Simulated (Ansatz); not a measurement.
Saddle point of SiPN2H9, singlet (SiN₂H₆ ([NH2][SiH2][NH2]) + PH₃ → SiPNH₆ ([NH2][SiH2][PH2]) + NH₃; bonds formed: Si1–P7, N2–H6; bonds broken: Si1–N2, H6–P7), PBE0-D4/def2-TZVP structure:

Si1  (-0.166, 0.528, 0.563)
N2  (0.711, -1.048, 0.052)
H3  (-1.597, 0.190, 0.493)
H4  (0.627, 1.610, -0.040)
N5  (0.117, 0.708, 2.248)
H6  (0.417, -1.091, -1.019)
P7  (-0.639, 0.068, -2.280)
H8  (0.389, -1.866, 0.562)
H9  (1.721, -0.989, 0.147)
H10  (0.860, 1.269, 2.629)
H11  (-0.531, 0.398, 2.953)
H12  (-0.067, 0.623, -3.449)
H13  (-1.842, -0.402, -2.857)
(Å)

Energies are electronic, without zero-point energy. Barriers and step energies count from the start structure reached by relaxing down the imaginary mode; all methods use the PBE0-D4 structures, on which another method's saddle can fall below an end. Computed with Ansatz 0.2.0 (basis: def2-TZVPP, with def2-QZVPP for the basis limit); correlated methods freeze the cores. B3LYP uses VWN-RPA correlation. Extrapolation: Hartree–Fock as exp(−7.88 √X), correlation as X^−2.97.

```csv
method,barrier (eV),step energy (eV)
SPW92,1.215,0.222
PBE-D4,1.492,0.183
BLYP-D4,?,0.303
r2SCAN-D4,1.657,0.284
B97M-V,1.833,0.274
PBE0-D4,1.610,0.231
B3LYP-D4,?,0.339
r2SCAN0-D4,1.718,0.306
BHLYP-D4,?,0.394
CAM-B3LYP-D4,1.881,0.413
wB97X-V,1.860,0.338
wB97M-V,1.821,0.347
B2PLYP,1.881,0.386
PBE-QIDH,1.747,0.308
RPA on PBE,1.968,0.371
HF,2.354,0.548
MP2,1.836,0.356
CCSD,1.974,0.386
CCSD(T),1.883,0.349
```

Fill in the withheld barriers. (An estimate is asked for; the value comes from the calculation.)

The calculation gives: BLYP-D4 1.707; B3LYP-D4 1.793; BHLYP-D4 1.931 eV. Each is the energy of the saddle less that of the start structure, by the same method.

For comparison, the barrier by CCSD(T) at an estimated basis limit (MP2 extrapolated from triple and quadruple zeta, plus CCSD(T) − MP2 in triple zeta) is 1.819 eV.

No T1 diagnostic of these runs exceeds 0.012.

Labels in which every atom is bracketed show which atoms are joined, not bond orders.

For scale, one of the runs: CCSD(T)/def2-TZVPP, 272 basis functions, launched by `ansatz run in.yaml --threads 8 --pin off --events-out ev --progress --plain --max-ram 19148MiB`. The run took 89 s on 8 CPU threads of an Arm Neoverse V2 (shared host), with 6.9 GiB of host memory at its peak.
